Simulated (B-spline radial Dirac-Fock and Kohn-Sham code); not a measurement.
# La⁴⁺: eigenvalues, ΔSCF and the reference

System: La⁴⁺, [Kr] 4d10 5s2 5p5.

The density-functional columns are spherical, spin-unpolarised Dirac-Kohn-Sham results without Breit or QED terms: −ε is minus the orbital energy of the initial state and ΔSCF the difference of two total energies. The reference in the last column comes from relaxed Dirac-Fock hole states (ΔSCF) with Breit and QED corrections and a finite nucleus. All numbers are from a radial finite-basis atomic code, in eV; a selection of levels is shown. For the 1s level of heavy atoms much of the gap between ΔSCF and the reference is the Breit and QED part, -147.4 eV here; for other levels the error of the functional can be larger.

| level | PBE −ε | PBE ΔSCF | LDA −ε | LDA ΔSCF | Dirac-Fock |
| --- | --- | --- | --- | --- | --- |
| 1s | 38754.1 | 39153.8 | 38713.9 | 39112.4 | 38977.2 |
| 2s | 6199.2 | 6273.7 | 6194.1 | 6268.9 | 6326.0 |
| 2p1/2 | 5848.9 | 5941.7 | 5846.9 | 5939.8 | 5945.7 |
| 2p3/2 | 5435.8 | 5521.6 | 5434.3 | 5520.2 | 5537.7 |
| 3s | 1356.0 | 1382.8 | 1354.5 | 1381.5 | 1422.2 |
| 3p1/2 | 1208.3 | 1236.2 | 1207.8 | 1235.8 | 1262.2 |
| 3p3/2 | 1127.7 | 1154.5 | 1127.4 | 1154.2 | 1181.0 |
| 3d3/2 | 868.9 | 899.0 | 869.2 | 899.3 | 903.7 |
| 3d5/2 | 851.7 | 881.3 | 852.0 | 881.7 | 886.9 |
| 4s | 303.9 | 317.1 | 303.4 | 316.6 | 335.0 |
| 4p1/2 | 249.6 | 262.4 | 249.4 | 262.2 | 274.0 |
| 4d3/2 | 143.2 | 155.0 | 143.3 | 155.1 | 154.8 |
| 4d5/2 | 140.2 | 151.9 | 140.3 | 152.0 | 151.8 |
| 5s | 74.48 | 81.49 | 74.76 | 81.80 | 82.98 |
| 5p | 57.07 | 63.43 | 57.29 | 63.68 | 62.36 |

Task: Order the estimates of the K (1s) level by their distance from the Dirac-Fock value, nearest first.
A. PBE −ε
B. PBE ΔSCF
C. LDA −ε
D. LDA ΔSCF

Result: D (135.2 eV), B (176.6 eV), A (223.1 eV), C (263.3 eV).

Values without a named source are computed, but for edge energies of neutral atoms, which are taken from tables.
